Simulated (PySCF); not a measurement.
# How the method changes the constants of BiF⁺

State: ²Π (doublet), unpaired electrons π ↑. Set-up: Bi def2-SVP with ECP60, F def2-SVP; scalar-relativistic core potentials (PySCF 2.14). De refers to Bi⁺ + F in their high-spin ground configurations, without counterpoise correction. The functionals are run spin-unrestricted. A positive dipole points towards F; it is taken about the centre of mass and depends on that origin.

```
      Level  Re (Å)  ωe (cm⁻¹)  De (eV)  μ (D)
        UHF   1.964        691      n/a  -4.02
    UHF-MP2   1.984        663      n/a    n/a
UHF-SCS-MP2   1.986        658      n/a    n/a
   UHF-CCSD   1.985        660      n/a    n/a
UHF-CCSD(T)   1.991        646      n/a    n/a
        PBE   2.008        623      n/a  -2.83
     r²SCAN   1.991        647      n/a  -3.06
      M06-L   2.001        637      n/a  -3.29
      B3LYP   1.993        647      n/a  -3.16
       PBE0   1.983        659      n/a  -3.23
       MN15   1.976        671      n/a  -3.28
      ωB97X   1.978        674      n/a  -3.31
```

(1) What does a quarter of exact exchange do here, going from PBE to PBE0?

(2) What does the step from GGA to meta-GGA do here, going from PBE to r²SCAN?

(3) What does second-order correlation do here, going from UHF to UHF-MP2?

Correlated steps freeze 5 core orbitals. Spin–orbit coupling is left out, which matters for elements this heavy, above all for dissociation energies. The state is the lowest determinant that a PBE0 search found; another state may lie lower at other levels.

Results:

(1) PBE0 less PBE: -2.5 pm in Re, +5.8 % in ωe. Exact exchange removes part of the self-interaction that spreads semilocal densities, and in most molecules shortens and stiffens the bond and lowers De; so it does here.

(2) r²SCAN less PBE: -1.7 pm in Re, +3.9 % in ωe. 

(3) UHF-MP2 less UHF: +2.0 pm in Re, -4.1 % in ωe. Correlation nearly always deepens the well. The bond lengthens, as in strong covalent bonds, where excitations into antibonding orbitals dominate.
